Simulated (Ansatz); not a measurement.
Consider the cleavage of the B–B bond: `BBCCCl` + `NC[TeH]` → `BNC[TeH]` + `BCCCl`.

Gas-phase electronic energies from Ansatz, PBE0-D4/def2-TZVP geometries. CBS: MP2 limit from def2 TZ/QZ plus the TZ coupled-cluster correction, frozen cores. Functionals use def2-TZVPP. B3LYP here is the variant with VWN-RPA as its local correlation; programs differ in this. Elements past krypton have def2 core potentials. For Te outer-core shells are correlated without core-valence functions, which leaves a few kJ/mol of doubt a bond. Each species was taken in one conformer, which may not be the lowest.

`BBCCCl`:

```xyz
12

B    -0.741    1.787    0.630
B    -0.959    0.544   -0.413
C    -0.115   -0.759   -0.620
C     1.096   -0.909    0.269
Cl    1.986   -2.430   -0.046
H    -1.251    1.805    1.717
H    -0.111    2.765    0.334
H    -1.923    0.652   -1.133
H     0.177   -0.804   -1.678
H    -0.790   -1.616   -0.497
H     1.811   -0.102    0.114
H     0.820   -0.933    1.323
```

`NC[TeH]`:

```xyz
8

N     0.519   -0.996   -0.640
C     0.189    0.312   -0.142
Te   -1.932    0.337    0.304
H     0.490   -1.692    0.093
H     1.438   -1.008   -1.066
H     0.364    1.053   -0.921
H     0.696    0.632    0.774
H    -1.764    1.361    1.599
```

`BNC[TeH]`:

Cartesian coordinates in Å:
```
B -0.838 -1.340 0.391
N -0.703 -0.101 -0.221
C 0.134 0.968 0.221
Te 1.744 1.475 -1.148
H -0.215 -1.557 1.390
H -1.573 -2.145 -0.099
H -1.192 0.089 -1.084
H -0.412 1.907 0.332
H 0.587 0.707 1.174
H 2.469 -0.003 -0.956
```

`BCCCl`:

Cartesian coordinates in Å:
```
B 1.439 -0.031 0.234
C 0.044 0.601 -0.037
C -1.138 -0.340 -0.055
Cl -1.011 -1.478 -1.431
H 2.432 0.605 0.032
H 1.536 -1.124 0.713
H 0.047 1.238 -0.928
H -0.082 1.310 0.803
H -1.176 -0.954 0.845
H -2.091 0.174 -0.176
```

| level | ΔE (eV) |
| --- | --- |
| ωB97M-V | -1.72 |
| r2SCAN | -1.65 |
| B3LYP | -1.69 |
| CCSD/def2-TZVPP | -1.73 |
| CCSD(T)/def2-TZVPP | -1.76 |
| HF/def2-QZVPP | -1.70 |
| MP2/def2-QZVPP | -1.82 |
| CCSD/CBS(def2) | -1.70 |

(1) What does CCSD(T)/CBS give? (An estimate is asked.)

Largest T1 diagnostic among the species: 0.012.

## Answers

(1) Computed: -1.72 eV. The listed levels differ from it by 0.00, 0.07, 0.03, -0.01, -0.04, 0.02, -0.10, 0.02 eV.

In def2-TZVPP, CCSD(T) changes the Hartree–Fock value by −0.06 eV (the triples alone add −0.03 eV) and MP2 by −0.14 eV.
